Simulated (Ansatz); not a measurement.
`[CH3][SnH]([F])[SeH]` → C• + F• + 5 H• + Se• + Sn•  (atomization)

Program: Ansatz. Geometries: PBE0-D4/def2-TZVP. ΔE: electronic, gas phase. CBS: MP2 limit from def2 TZ/QZ plus the TZ coupled-cluster correction, frozen cores. This one scheme is used for every species, atoms too. For atomizations the MP2-based limit and the directly extrapolated one differ by several kJ/mol either way, and by 10 to 25 for some Ge, Se and Sn compounds, so smaller differences from it don't rank the levels. Functionals use def2-TZVPP. B3LYP here is the variant with VWN-RPA as its local correlation; programs differ in this. HSE06 is defined as in plane-wave codes. Open shells (•) are unrestricted, without spin–orbit coupling. Spin–orbit coupling would lower the free atoms: a little for C, F; clearly for Se; strongly for Sn. def2 core potentials past Kr. Bonds to Se, Sn are less sure, by a few kJ/mol each and by 10 to 20 or more in all where they break to atoms, as the def2 sets lack core-valence functions. Scalar relativity is left out up to krypton. One conformer a species, not always the lowest.

| level | ΔE (kJ/mol) |
| --- | --- |
| B3LYP-D4 | 2805.1 |
| r2SCAN | 2821.0 |
| HSE06 | 2784.6 |
| CCSD/def2-SVP | 2599.3 |

Q: What does CCSD(T)/CBS give? (An estimate is asked.)

A: Computed: +2853.8 kJ/mol. The listed levels differ from it by -48.7, -32.8, -69.2, -254.5 kJ/mol.

Largest T1 diagnostic among the species: 0.012.

The D4 term adds +31.0 kJ/mol with B3LYP and +16.4 kJ/mol with PBE0; it sums over pairs of atoms, weighted by their polarisabilities, and B3LYP, whose exchange is more repulsive, gets the larger term. At CCSD(T), def2-SVP lies −226.7 kJ/mol from the extrapolated value and def2-TZVPP −93.1 kJ/mol: correlation converges slowly with the basis, and small sets miss more of it in the bonded molecule than in its fragments.
